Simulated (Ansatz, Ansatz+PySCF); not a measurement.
```xyz
16

C     1.4000    0.0000    0.0000
C     0.7000    1.2124    0.0000
C    -0.7000    1.2124    0.0000
C    -1.4000    0.0000    0.0000
C    -0.7000   -1.2124    0.0000
C     0.7000   -1.2124    0.0000
C     2.8100    0.0000    0.0000
H     3.3600    0.9300    0.0000
H     3.3600   -0.9300    0.0000
H     1.2425    2.1521    0.0000
C    -1.4050    2.4335    0.0000
H    -2.4854    2.4449    0.0000
H    -0.8746    3.3748    0.0000
H    -2.4850    0.0000    0.0000
H    -1.2425   -2.1521    0.0000
H     1.2425   -2.1521    0.0000
```

Basis set: def2-SVP (spherical functions). Charge 0, multiplicity 1.

Computed with Ansatz (development build ahead of 0.2.0); each method stands on the lowest determinant of its kind that the runs found. Restricted functionals stand beside restricted open-shell atoms, which can lie above the unrestricted atoms usual in DFT and then raise those values.

(1) Give the atomization energy at this shape (free ground-state atoms in the same class of orbitals less the molecule, no zero-point energy) of singlet C₈H₈ by ωB97X (unrestricted), PBE0 (unrestricted), PBE0 (restricted), UHF, RHF.

Answers

(1)

```csv
method,atomization energy
ωB97X (unrestricted),77.22 eV
PBE0 (unrestricted),78.62 eV
PBE0 (restricted),77.59 eV
UHF,58.58 eV
RHF,56.46 eV
```

Caution: the shape is not the minimum. Caution for ωB97X (unrestricted), PBE0 (unrestricted), UHF: the unrestricted determinant is a mixture of spin states. Caution for PBE0 (restricted), RHF: an unrestricted determinant lies well below.
